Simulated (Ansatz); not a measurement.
`[NH]=[W](=[NH])([F])[F]` and `[NH]=[W](=[NH])([OH])[F]` differ in one atom or group.

Ansatz, PBE0-D4/def2-TZVP geometries, multiplicity 1. Each molecule was computed in one conformer, which needn't be the lowest.

Elements past krypton have def2 core potentials.

```csv
property,`[NH]=[W](=[NH])([F])[F]`
HOMO energy (B3LYP/def2-TZVPP) / eV,-8.04
HOMO–LUMO gap (PBE0/def2-TZVPP) / eV,6.73
HOMO–LUMO gap (B3LYP/def2-TZVPP) / eV,6.23
LUMO energy (PBE/def2-TZVPP) / eV,-2.35
HOMO–LUMO gap (ωB97M-V/def2-TZVPP) / eV,11.10
LUMO energy (B3LYP/def2-TZVPP) / eV,-1.81
```

Problem. Give the same properties after the change, and the shifts. (Best estimate.)

Solution. The calculation gave: 
```json
{"property": "HOMO energy (B3LYP/def2-TZVPP) / eV", "`[NH]=[W](=[NH])([OH])[F]`": "-7.69", "shift": "0.35"}
{"property": "HOMO–LUMO gap (PBE0/def2-TZVPP) / eV", "`[NH]=[W](=[NH])([OH])[F]`": "6.87", "shift": "0.14"}
{"property": "HOMO–LUMO gap (B3LYP/def2-TZVPP) / eV", "`[NH]=[W](=[NH])([OH])[F]`": "6.38", "shift": "0.15"}
{"property": "LUMO energy (PBE/def2-TZVPP) / eV", "`[NH]=[W](=[NH])([OH])[F]`": "-1.87", "shift": "0.48"}
{"property": "HOMO–LUMO gap (ωB97M-V/def2-TZVPP) / eV", "`[NH]=[W](=[NH])([OH])[F]`": "11.23", "shift": "0.13"}
{"property": "LUMO energy (B3LYP/def2-TZVPP) / eV", "`[NH]=[W](=[NH])([OH])[F]`": "-1.31", "shift": "0.50"}
```

With PBE0 the HOMO rises by 0.35 eV and the LUMO rises by 0.49 eV, so the gap widens by about 0.14 eV. PBE moves the HOMO by 0.34 eV and ωB97M-V by 0.33 eV. The zero-point energy changes by 29.3 kJ/mol with +3 modes.

B3LYP here is the variant with VWN-RPA as its local correlation; programs differ in this.
